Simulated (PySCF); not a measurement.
**Two-component Hartree-Fock for Sm⁴¹⁺ (samarium, charge +41)**

Start: [Ar] 3d3; 3d3/2 filled at m_j = -1/2, +1/2, +3/2. Calculated with PySCF 2.14 in an uncontracted even-tempered set (16 s from 8.9 bohr⁻², ratio 2.8; 12 p from 12 bohr⁻², ratio 2.8; 8 d from 12 bohr⁻², ratio 2.8; 3 f from 37 bohr⁻², ratio 3): generalised Hartree-Fock with the X2C-1e Hamiltonian and a Gaussian nucleus; one run each with spin-orbit coupling (SO) switched off, then screened by Boettger's factors.

```json
{"spinor shell": "1s1/2", "electrons": "2", "ε, spin-free (eV)": "-49357.4", "ε, screened SO (eV)": "-49346.9", "weight of nominal j (screened SO)": "1.000", "rms radius, screened SO (bohr)": "0.0259"}
{"spinor shell": "2s1/2", "electrons": "2", "ε, spin-free (eV)": "-10030.6", "ε, screened SO (eV)": "-10026.1", "weight of nominal j (screened SO)": "1.000", "rms radius, screened SO (bohr)": "0.104"}
{"spinor shell": "2p1/2", "electrons": "2", "ε, spin-free (eV)": "-9193.5", "ε, screened SO (eV)": "-9629.2", "weight of nominal j (screened SO)": "1.000", "rms radius, screened SO (bohr)": "0.0892"}
{"spinor shell": "2p3/2", "electrons": "4", "ε, spin-free (eV)": "-9193.5", "ε, screened SO (eV)": "-9000.7", "weight of nominal j (screened SO)": "1.000", "rms radius, screened SO (bohr)": "0.0950"}
{"spinor shell": "3s1/2", "electrons": "2", "ε, spin-free (eV)": "-3680.6", "ε, screened SO (eV)": "-3679.1", "weight of nominal j (screened SO)": "1.000", "rms radius, screened SO (bohr)": "0.258"}
{"spinor shell": "3p1/2", "electrons": "2", "ε, spin-free (eV)": "-3409.7", "ε, screened SO (eV)": "-3523.5", "weight of nominal j (screened SO)": "0.999", "rms radius, screened SO (bohr)": "0.247"}
{"spinor shell": "3p3/2", "electrons": "4", "ε, spin-free (eV)": "-3409.7", "ε, screened SO (eV)": "-3358.4", "weight of nominal j (screened SO)": "0.999", "rms radius, screened SO (bohr)": "0.259"}
{"spinor shell": "3d3/2", "electrons": "3", "ε, spin-free (eV)": "-3132.5", "ε, screened SO (eV)": "-3143.0", "weight of nominal j (screened SO)": "0.990", "rms radius, screened SO (bohr)": "0.224"}
```

```csv
quantity,spin-free,screened SO
E (hartree),-9070.09832,-9077.58846
M_J,3/2,3/2
⟨J²⟩,6.751,3.829
⟨L²⟩,12.000,8.169
⟨S²⟩,3.750,2.189
```

Each row is a mean over spinors that exchange with the open shell spreads, by up to 19.560 eV (3p1/2).

⟨J²⟩ departs a little from M_J(M_J + 1) because the unrestricted spinors polarise the closed shells.

Breit and QED terms are absent; they matter most for the inner s and p1/2 levels.

Densities and radii are taken from the X2C orbitals without a picture-change correction, which distorts them close to the nucleus.

Without spin-orbit coupling the j labels of p, d and f shells carry no meaning; the spin-free column gives the mean over the occupied spinors of each nl shell, and its ⟨J²⟩ belongs to a mixture of degenerate components.
